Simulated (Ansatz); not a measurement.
Input (CCSDT(Q)/cc-pVDZ; Ansatz, a program for electronic structure):

Ansatz 0.2 input:
```yaml
crystal:
  periodic: [false, false, false]
  atoms:
    - {symbol: B, position_ang: [0.08596906, -0.81235915, 1.18519736]}
    - {symbol: H, position_ang: [-0.38318876, -0.94614441, 2.27195504]}
    - {symbol: N, position_ang: [-0.27767943, 0.14493640, 0.27248391]}
    - {symbol: C, position_ang: [0.27308133, 0.33858878, -1.06383702]}
    - {symbol: H, position_ang: [-1.00387366, 0.81302287, 0.50695942]}
    - {symbol: H, position_ang: [0.72284675, 1.32941720, -1.16327466]}
    - {symbol: H, position_ang: [-0.50153141, 0.23149324, -1.82700372]}
    - {symbol: H, position_ang: [1.04116981, -0.41208059, -1.23898815]}
basis:
  gaussian:
    orbitals: cc-pVDZ
magnetization: {spin_polarized: true, initial_magnetization: 1}
correlation: {method: ccsdt_q, electrons: outside_noble_gas}
```

Output:

```
Functional definition: HF
integrals: 0.09 GiB planned
1305 factors; integrals over basis functions are off by at most 2.4e-7 eV
mean field: 0.23 GiB planned
mean field evaluation 1: about -3259.9386 eV, gradient 1.9e1 eV
mean field evaluation 2: about -3260.0564 eV, gradient 1.9e1 eV
mean field evaluation 4: about -3262.2201 eV, gradient 2.9e0 eV
mean field evaluation 8: about -3262.3076 eV, gradient 2.2e-1 eV
mean field evaluation 16: about -3262.3096 eV, gradient 2.0e-6 eV
mean field evaluation 32: about -3258.7788 eV, gradient 6.7e-1 eV
mean field -3262.30962618 eV, -119.8876674892 hartree, gradient 2.1e-6 eV, S^2 0.758207; 0 other end points of the search recorded, 0 dependent functions left out
3 core orbitals not correlated
reference -3262.30962618 eV, -119.8876674892 hartree; 9, 8 occupied and 55, 56 virtual orbitals, 1305 factors
second order -10.33902036 eV of doubles, -0.00000000 eV of singles
coupled cluster: 4.14 GiB planned
cycle   1  -10.98041672 eV  change   -6.4e-1 eV  update   8.7e-2
cycle   2  -11.49750905 eV  change   -5.2e-1 eV  update   3.6e-2
cycle   3  -11.73933613 eV  change   -2.4e-1 eV  update   2.1e-2
cycle   4  -11.71474346 eV  change    2.5e-2 eV  update   7.6e-3
cycle   5  -11.71220238 eV  change    2.5e-3 eV  update   4.7e-3
cycle   6  -11.71634952 eV  change   -4.1e-3 eV  update   1.9e-3
cycle   7  -11.71672320 eV  change   -3.7e-4 eV  update   1.1e-3
cycle   8  -11.71655692 eV  change    1.7e-4 eV  update   6.0e-4
cycle   9  -11.71682128 eV  change   -2.6e-4 eV  update   2.6e-4
cycle  10  -11.71671420 eV  change    1.1e-4 eV  update   1.1e-4
cycle  11  -11.71679885 eV  change   -8.5e-5 eV  update   5.4e-5
cycle  12  -11.71682255 eV  change   -2.4e-5 eV  update   2.4e-5
cycle  13  -11.71686339 eV  change   -4.1e-5 eV  update   1.2e-5
cycle  14  -11.71687000 eV  change   -6.6e-6 eV  update   4.4e-6
cycle  15  -11.71686983 eV  change    1.7e-7 eV  update   1.9e-6
perturbative correction -0.02182386 eV, -0.0008020119 hartree
Total energy: -3274.04831986 eV, -120.3190565252 hartree
```
